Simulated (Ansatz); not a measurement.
Input file for Ansatz (a quantum-chemistry and plane-wave program): U-CCSD(T)/cc-pV(T+d)Z on H3NSi (SMILES N[SiH]), a point of a bond scan (R = 2.065 Å). Files ending in .json are basis or fitting sets from the Basis Set Exchange.

Ansatz 0.2 input:
```yaml
crystal:
  periodic: [false, false, false]
  atoms:
    - {symbol: Si, position_ang: [-0.24474767, 0.39103857, 0.50999719]}
    - {symbol: H, position_ang: [-0.70543948, 1.85284737, -0.87416964]}
    - {symbol: N, position_ang: [0.39778231, -0.68955254, -0.65444502]}
    - {symbol: H, position_ang: [0.46313720, -0.52839300, -1.64843432]}
    - {symbol: H, position_ang: [0.76485489, -1.59313906, -0.39509969]}
basis:
  gaussian:
    orbitals: cc-pV_T+d_Z.json
correlation: {method: ccsd_t, electrons: outside_noble_gas}
scf: {omitted_lower_state_checks: [cluster_reference]}
magnetization: {spin_polarized: true, initial_magnetization: 0}
```

The log:

```
WARN ansatz: RAYON_NUM_THREADS=1 ignored (pool sized by the plan → 1); use --threads N
Functional definition: HF
these checks for a lower state are left out or cut short: cluster_reference
integrals: 0.24 GiB planned
648 factors; integrals over basis functions are off by at most 1.2e-3 eV
mean field: 0.23 GiB planned
mean field evaluation 1: about -9388.5768 eV, gradient 2.3e1 eV
mean field evaluation 2: about -9388.5787 eV, gradient 2.3e1 eV
mean field evaluation 4: about -9390.7841 eV, gradient 1.8e0 eV
mean field evaluation 8: about -9390.8150 eV, gradient 1.4e-3 eV
mean field evaluation 16: about -9390.7756 eV, gradient 4.7e-1 eV
mean field evaluation 32: about -9390.8141 eV, gradient 1.1e-1 eV
mean field -9390.81500290 eV, -345.1060860336 hartree, gradient 2.6e-6 eV, S^2 0.000000; 4 other end points of the search recorded, 0 dependent functions left out
6 core orbitals not correlated
reference -9390.81500290 eV, -345.1060860336 hartree; 6, 6 occupied and 99, 99 virtual orbitals, 648 factors
second order -8.86326795 eV of doubles, -0.00000000 eV of singles
coupled cluster: 0.57 GiB planned
cycle   1  -9.24535274 eV  change   -3.8e-1 eV  update   8.5e-2
cycle   2  -9.57368769 eV  change   -3.3e-1 eV  update   3.3e-2
cycle   3  -9.65196085 eV  change   -7.8e-2 eV  update   1.8e-2
cycle   4  -9.64504894 eV  change    6.9e-3 eV  update   5.6e-3
cycle   5  -9.64650230 eV  change   -1.5e-3 eV  update   2.5e-3
cycle   6  -9.64621959 eV  change    2.8e-4 eV  update   8.1e-4
cycle   7  -9.64601552 eV  change    2.0e-4 eV  update   2.3e-4
cycle   8  -9.64613257 eV  change   -1.2e-4 eV  update   8.4e-5
cycle   9  -9.64613029 eV  change    2.3e-6 eV  update   2.3e-5
cycle  10  -9.64612328 eV  change    7.0e-6 eV  update   6.9e-6
perturbative correction -0.39699345 eV, -0.0145892400 hartree
Total energy: -9400.85811963 eV, -345.4751637657 hartree
Checks for a lower state left out: cluster_reference
```

The run converged.

Cost: roughly 13 core-seconds.
